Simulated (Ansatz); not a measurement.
Geometry optimisation, UKS BLYP-D4/def2-SVP in Ansatz.

input.yaml

```yaml
crystal:
  periodic: [false, false, false]
  atoms:
    - { symbol: B, position_ang: [-0.2129, -0.6585, 0.0856] }
    - { symbol: F, position_ang: [-1.0306, 0.3872, -0.9447] }
    - { symbol: F, position_ang: [0.1467, -1.7254, -0.5585] }
    - { symbol: F, position_ang: [-0.8261, -0.6966, 1.2376] }
    - { symbol: H, position_ang: [0.0007, 0.9694, -0.7164] }
    - { symbol: O, position_ang: [0.9707, 0.6226, 0.0323] }
    - { symbol: H, position_ang: [0.9514, 1.1013, 0.8642] }
magnetization:
  spin_polarized: true
basis:
  gaussian: { orbitals: def2-SVP }
hamiltonian:
  xc: blyp
  dispersion: d4
relax:
  f_tol: 0.15
  max_steps: 25
  restrain:
    - { distance: [0, 5], at: 1.5, k: 30.0 }
    - { distance: [4, 1], at: 0.88, k: 30.0 }
    - { distance: [0, 1], at: 2.71, k: 30.0 }
    - { distance: [4, 5], at: 2.27, k: 30.0 }
output:
  orbitals: {}
```

Command:

```bash
$ ansatz run input.yaml --threads 2 --pin off --max-ram 3072MiB --backend cpu --events-out ev --progress --plain --runs-dir out
```

Q: Where does it end, and by what steps?

A: The forces met the threshold. The restraints hold the end off the free minimum. After 7 steps the energy has fallen by 0.659 eV (the restraints' own energy left out); H5 moved furthest, 0.72 Å. Parted: B1–F2. Joined: F2–H5.

```json
{"step": "0", "energy less start (eV)": "0.0000", "largest force component (eV/Å)": "3.150", "accepted": "yes"}
{"step": "1", "energy less start (eV)": "0.0733", "largest force component (eV/Å)": "2.937", "accepted": "yes"}
{"step": "2", "energy less start (eV)": "-0.3063", "largest force component (eV/Å)": "2.808", "accepted": "yes"}
{"step": "3", "energy less start (eV)": "-0.5143", "largest force component (eV/Å)": "2.226", "accepted": "yes"}
{"step": "4", "energy less start (eV)": "-0.6225", "largest force component (eV/Å)": "1.803", "accepted": "yes"}
{"step": "5", "energy less start (eV)": "-0.6408", "largest force component (eV/Å)": "1.458", "accepted": "no"}
{"step": "6", "energy less start (eV)": "-0.6560", "largest force component (eV/Å)": "1.489", "accepted": "yes"}
{"step": "7", "energy less start (eV)": "-0.6589", "largest force component (eV/Å)": "1.576", "accepted": "yes"}
```

```xyz
7
Properties=species:S:1:pos:R:3
B 0.144 -0.751 0.393
F -1.258 0.889 -1.243
F 0.200 -1.726 -0.502
F -0.695 -0.828 1.425
H -0.365 1.096 -1.325
O 1.063 0.341 0.263
H 0.911 0.979 0.989
```

The run took 7.5 s on 2 threads of Intel(R) Xeon(R) 6975P-C (Granite Rapids), on a shared host, peak memory 0.18 GiB.
